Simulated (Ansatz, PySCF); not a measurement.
Reaction (SMILES): CNB(C)NC + 5 [H][H] (H2) → B (BH3) + 3 C (CH4) + 2 N (NH3)
Geometries: B3LYP-D3(BJ)/def2-TZVP minima from Ansatz (a quantum-chemistry and plane-wave program), one conformer each, not searched for the lowest. Frequencies are from Ansatz or PySCF.

Quantity: energy of full hydrogenation (0 K, with B3LYP-D3(BJ) harmonic zero-point energies), in kcal/mol. Correlated levels leave the core frozen unless marked. Spin-orbit coupling is left out. Non-relativistic. CBS marks a two-point X^-3 extrapolation of the correlation energy; Hartree-Fock from the larger set.

CCSD(T)/CBS(cc-pVTZ,cc-pVQZ) (Ansatz) gives 9.4 kcal/mol.

### Question
Another calculation gave 9.4 kcal/mol. Which level was it?
A. B2PLYP/def2-TZVPD (Ansatz)
B. BHLYP/def2-TZVPD (Ansatz)
C. BLYP/def2-TZVPD (Ansatz)
D. wB97X-V/def2-TZVPD (Ansatz)

### Answer
D, wB97X-V/def2-TZVPD (Ansatz). The others give 6.6 (B2PLYP), 3.4 (BLYP), -0.5 (BHLYP) kcal/mol.
